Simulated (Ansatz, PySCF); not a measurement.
C3H8N (SMILES [CH2]NCC), doublet, at a GFN2-xTB geometry, atoms displaced at random by about 0.03 Å a coordinate. Base run: B3LYP/STO-3G, gradient (PySCF).

Input for PySCF:
```python
from pyscf import gto, scf, dft

mol = gto.M(
    atom='''
C     1.725655    0.496271    0.151714
N     0.479517    0.439366    0.388317
C    -0.357196   -0.327580   -0.510649
C    -1.760886   -0.608983    0.070132
H     2.377520   -0.385901   -0.226208
H     2.407729    1.152073    0.824914
H     0.111382    1.338705    0.674778
H    -0.431865    0.216426   -1.550087
H     0.170736   -1.274317   -0.700304
H    -1.567252   -1.095916    1.022516
H    -2.382399   -1.199491   -0.596064
H    -2.223950    0.336918    0.150974
''',
    basis='sto-3g',
    charge=0,
    spin=1,
    verbose=4,
)

mf = dft.UKS(mol)
mf.xc = 'b3lyp'
mf.kernel()
g = mf.nuc_grad_method()
grad = g.kernel()
```

Programs used: Ansatz (a program for electronic structure), PySCF; a row that names a program was run with it.

The coordinate followed is x of atom 2.

Each row names what was changed in the base input (with any setting that the change needs).

```json
[
 {"change": "base", "dE/dx (Eh/bohr)": "0.164240", "net force (Eh/bohr)": "0.000014"},
 {"change": "conv_tol = 1e-11", "dE/dx (Eh/bohr)": "0.164240", "net force (Eh/bohr)": "0.000014"},
 {"change": "grids.level = 5; grid_response = on", "dE/dx (Eh/bohr)": "0.164231", "net force (Eh/bohr)": "0.000000"},
 {"change": "grids.level = 1; grid_response = on", "dE/dx (Eh/bohr)": "0.164239", "net force (Eh/bohr)": "0.000000"},
 {"change": "code = ansatz", "dE/dx (Eh/bohr)": "0.164232", "net force (Eh/bohr)": "0.000000"},
 {"change": "grids.level = 5; grid_response = off", "dE/dx (Eh/bohr)": "0.164232", "net force (Eh/bohr)": "0.000000"},
 {"change": "grid_response = on", "dE/dx (Eh/bohr)": "0.164236", "net force (Eh/bohr)": "0.000000"},
 {"change": "finite difference step (bohr) = 0.2; conv_tol = 1e-11", "dE/dx (Eh/bohr)": "0.181280", "net force (Eh/bohr)": "-"},
 {"change": "conv_tol = 1e-6", "dE/dx (Eh/bohr)": "0.164267", "net force (Eh/bohr)": "0.000014"},
 {"change": "finite difference step (bohr) = 0.01; conv_tol = 1e-11", "dE/dx (Eh/bohr)": "0.164278", "net force (Eh/bohr)": "-"},
 {"change": "finite difference step (bohr) = 1e-4; conv_tol = 1e-11", "dE/dx (Eh/bohr)": "0.164236", "net force (Eh/bohr)": "-"},
 {"change": "conv_tol = 1e-4", "dE/dx (Eh/bohr)": "0.164248", "net force (Eh/bohr)": "0.000014"}
]
```

The net force is zero for an exact gradient.

Open shells are given as the SCF converged; they aren't shown to be the lowest states, and a large step between rows can be another state.
